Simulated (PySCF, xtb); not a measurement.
HOZn, SMILES [OH][Zn+], charge +1.

Harmonic wavenumbers (cm⁻¹) from GFN2-xTB (xtb 6.7.1) at its own minimum, in rising order: 525, 840, 3106.

Question: What does PySCF 2.14.0 with PBE-D3(BJ)/def2-TZVP give at its own minimum? (Estimate from the structure and the level; the computed values follow.)

Answer: 644, 900, 3599. Paired by order, the mean absolute difference is 224 cm⁻¹ and the zero-point energies are 6.4 and 7.4 kcal/mol.
